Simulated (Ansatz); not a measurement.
TiH, multiplicity 4 (the spin of the measured ground state), most abundant isotopes (47.9479 and 1.0078 u). Constants from fifth-degree fits in 1/R to seven points on the lowest solution found; no spin–orbit coupling, no relativity up to Kr; ω_e x_e and α_e move by some per cent with the fit.

Correlated levels freeze the inner cores; with def2 sets outer-core shells near the valence are correlated too.

Codes used: Ansatz (a quantum-chemistry and plane-wave program) with Gaussian orbitals. Values without a source in brackets are computed.

Total energies (hartree; each atom in its lowest state at that level) and vibrational constants (cm⁻¹):

```tsv
level	E(TiH) at r_e	E(Ti)	E(H)	ω_e	ω_e x_e
PBE/def2-TZVPP	-849.714976	-849.114853	-0.499616	1552	24
B3LYP/def2-TZVPP	-849.968642	-849.367997	-0.502154	1568	23
wB97M-V/def2-TZVPP	-849.881206	-849.297225	-0.494111	1581	21
CCSD(T)/def2-QZVPP	-849.349485	-848.765015	-0.499983	1627	29
```

Q: Work out D_e and D₀ in eV.

A: 
D_e = E(Ti) + E(H) − E(molecule), times 27.2114 eV; D₀ = D_e − (ω_e/2 − ω_e x_e/4)/8065.54.
- PBE/def2-TZVPP: D_e = 2.735, zero point 0.095, D₀ = 2.639 eV
- B3LYP/def2-TZVPP: D_e = 2.680, zero point 0.097, D₀ = 2.584 eV
- wB97M-V/def2-TZVPP: D_e = 2.445, zero point 0.097, D₀ = 2.348 eV
- CCSD(T)/def2-QZVPP: D_e = 2.299, zero point 0.100, D₀ = 2.199 eV
No counterpoise correction is made.

Doubts at one or more of the structures used: T1 above 0.05 (CCSD(T)/def2-QZVPP).
